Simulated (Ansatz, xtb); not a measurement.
**C2H7OSi: which of two isomers lies lower**

Structure I: `C[Si](C)O`, a doublet. Structure II: `CC[SiH]O`, a doublet. Both are isolated molecules in the gas phase, relaxed with B3LYP/6-31G*; the shapes shown needn't be the lowest conformers.

I (Å):

```xyz
11

C    -2.0923    0.0951    1.4801
C    -0.1536    2.3799    0.6319
O    -2.3612    1.6865   -1.0131
Si   -1.9476    1.7852    0.6177
H    -3.1165   -0.2937    1.4641
H    -1.7880    0.1823    2.5300
H    -1.4396   -0.6439    0.9953
H     0.4877    1.6675    0.0955
H    -0.0551    3.3554    0.1451
H     0.2199    2.4710    1.6580
H    -3.2710    1.4094   -1.1913
```

II (Å):

```xyz
11

C    -1.5160   -0.5833    1.6908
C    -0.2103    0.2276    1.6515
O    -0.6864    1.4463   -0.8929
Si    0.4822    0.5506   -0.0817
H    -1.3770   -1.5848    1.2672
H    -1.8776   -0.7053    2.7190
H     0.5737   -0.2735    2.2358
H    -0.3619    1.2107    2.1220
H     1.7704    1.3271    0.0300
H    -0.4673    1.6998   -1.8005
H    -2.3055   -0.0880    1.1158
```

Energies in hartree; the thermal terms are from B3LYP/6-31G* harmonic frequencies (ideal gas, rigid rotor, one conformer each, 200 K, 1 atm) and include the zero-point energy:

|  | I | II |
| --- | --- | --- |
| E, CCSD(T)/def2-SVP | −444.041518 | −444.026110 |
| E, MP2/def2-SVP | −443.978814 | −443.962160 |
| E, MP2/def2-TZVPP | −444.414962 | −444.393718 |
| zero-point energy | 0.087448 | 0.087376 |
| H(200 K) − E | 0.091804 | 0.091480 |
| G(200 K) − E | 0.068916 | 0.068838 |

**Question.** Correct the CCSD(T) difference for the basis set by the MP2 change, then work out ΔE, ΔE₀, ΔH and ΔG for I → II in kcal/mol (1 Eh = 627.51 kcal/mol) and the equilibrium ratio [II]/[I].

**Answer.** 1. Differences II − I: CCSD(T) +0.015408, MP2 in the small set +0.016654, MP2 in the large set +0.021244 Eh.
2. ΔE = +0.015408 + (+0.021244 − (+0.016654)) = +0.019998 Eh = +12.55 kcal/mol.
3. ΔE₀ = ΔE + ΔZPE = +0.019998 + (−0.000072) Eh = +12.50 kcal/mol.
4. ΔH = ΔE + (−0.000324) Eh = +12.35 kcal/mol.
5. ΔG = ΔE + (−0.000078) Eh = +12.50 kcal/mol, so ΔS = (ΔH − ΔG)/T = −3.2 J/(mol K).
6. kT = 0.6334 mEh, so K = [II]/[I] = exp(−ΔG/kT) = exp(−31.45) ≈ 2.2 × 10^−14.

Structure I is favoured at this temperature. An error of 1 kcal/mol in ΔG would change K by a factor of 12. GFN2-xTB gave ΔE the other sign. Mirror images and further conformers aren't counted.

As drawn, II has 1 C–C, 1 Si–H in place of 1 C–Si, 1 C–H.

Other levels gave ΔE = −4.1 (GFN2-xTB); +15.8 (HF/STO-3G, GFN2-xTB geometries); +15.3 (r2SCAN-D4/def2-SVP, GFN2-xTB geometries); +11.7 (B3LYP/6-31G*); +10.5 (HF/def2-SVP); +10.5 (MP2/def2-SVP); +9.7 (CCSD(T)/def2-SVP) kcal/mol. Open shells are spin-unrestricted. The correlated steps freeze 8 core orbitals. Programs: Ansatz 0.2.0, xtb 6.7.1.
